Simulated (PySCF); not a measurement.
B(OH)2(OMe) (CH5BO3), SMILES COB(O)O. Atoms are numbered in the order given.

```xyz
10

B      0.0414     0.5113     0.0000
O      0.8030     1.6505     0.0000
H      0.3050     2.4736     0.0000
O     -1.3345     0.4870     0.0000
H     -1.7635     1.3484     0.0000
O      0.7158    -0.6670     0.0000
C      0.0342    -1.9008     0.0000
H     -0.6065    -2.0156     0.8915
H      0.7840    -2.7061     0.0000
H     -0.6065    -2.0156    -0.8915
```

The structure is a stationary point at B3LYP-D3(BJ)/def2-SVP. Other conformers were not sampled.

Two levels are set side by side: PBE/pcSseg-1 (PySCF) and PBE0/pcSseg-1 (PySCF). GIAO shifts against BF3 (¹¹B), H2O (¹⁷O), TMS (¹H), TMS (¹³C) at the same level; non-relativistic, no solvent, atoms listed together averaged. Differences are taken from unrounded values.

```tsv
quantity	PBE0
δ(¹¹B) of B1 (ppm)	6.5
δ(¹⁷O) of O6 (ppm)	61.0
δ(¹³C) of C7 (ppm)	55.2
δ(¹H) of H8, H9, H10 (ppm)	3.89
```

Q: What does PBE give, and how far is it from PBE0? (The exact figures need the calculation; the answer reports its results.)

A: 
```json
[
 {"quantity": "δ(¹¹B) of B1 (ppm)", "PBE": "5.9", "PBE minus PBE0": "-0.6"},
 {"quantity": "δ(¹⁷O) of O6 (ppm)", "PBE": "72.3", "PBE minus PBE0": "11.4"},
 {"quantity": "δ(¹³C) of C7 (ppm)", "PBE": "56.8", "PBE minus PBE0": "1.6"},
 {"quantity": "δ(¹H) of H8, H9, H10 (ppm)", "PBE": "3.97", "PBE minus PBE0": "0.08"}
]
```

Rough cost on one machine, each run with all the roots and properties that it gave: PBE0 against PBE within a factor of 2.
